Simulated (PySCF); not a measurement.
Correlation energy of N³⁺ (nitrogen, charge +3)

[He] 2s2, closed-shell 1S. All numbers are calculated (PySCF 2.14, scalar relativity by spin-free X2C-1e, in jorge-DZP-DKH (4s2p1d, 15 functions)). Frozen: 1s2; 2 electrons correlated.

Total MP2 correlation energy: -46.48 mhartree.

Same-spin part 0.00 and opposite-spin part -46.48 mhartree; SCS-MP2 scales them by 1/3 and 6/5 to -55.77 mhartree.

With two correlated electrons CCSD is exact within the correlated space (frozen core and kept virtual orbitals).

| level | correlation energy (mhartree) |
| --- | --- |
| CCSD | -83.89 |

Diagnostics: T1 = 0.0060, D1 = 0.0085, largest double amplitude 0.154.

A double-excitation amplitude exceeds 0.15, a sign of near-degeneracy.

Cost of the coupled-cluster step: 0.07 s of wall time on 1 thread of Neoverse-N1 (shared host), for 2 correlated electrons.

Iterations:

```
CC2 = 0
CCSD nocc = 1, nmo = 14
frozen orbitals [0]
max_cycle = 100
direct = 0
conv_tol = 1e-08
conv_tol_normt = 1e-06
diis_space = 8
diis_start_cycle = 0
Init t2, MP2 energy = -51.1496108923399  E_corr(MP2) -0.0464790117885286
Init E_corr(CCSD) = -0.0464790117885286
cycle = 1  E_corr(CCSD) = -0.0659696610984081  dE = -0.0194906493  norm(t1,t2) = 0.0667243
cycle = 2  E_corr(CCSD) = -0.075157885472998  dE = -0.00918822437  norm(t1,t2) = 0.033245
cycle = 3  E_corr(CCSD) = -0.0840110606746361  dE = -0.0088531752  norm(t1,t2) = 0.0164773
cycle = 4  E_corr(CCSD) = -0.0838652241944684  dE = 0.00014583648  norm(t1,t2) = 0.000215164
cycle = 5  E_corr(CCSD) = -0.0839048406739762  dE = -3.96164795e-05  norm(t1,t2) = 5.38896e-05
cycle = 6  E_corr(CCSD) = -0.0838946293024157  dE = 1.02113716e-05  norm(t1,t2) = 2.1319e-05
cycle = 7  E_corr(CCSD) = -0.083893413089479  dE = 1.21621294e-06  norm(t1,t2) = 2.47551e-06
cycle = 8  E_corr(CCSD) = -0.0838933638370034  dE = 4.92524756e-08  norm(t1,t2) = 1.97578e-07
cycle = 9  E_corr(CCSD) = -0.0838933459153296  dE = 1.79216738e-08  norm(t1,t2) = 1.05262e-07
cycle = 10  E_corr(CCSD) = -0.0838933095130534  dE = 3.64022762e-08  norm(t1,t2) = 7.16705e-08
cycle = 11  E_corr(CCSD) = -0.0838933072008692  dE = 2.31218428e-09  norm(t1,t2) = 3.7135e-09
CCSD converged
E(CCSD) = -51.18702518775225  E_corr = -0.08389330720086917
```
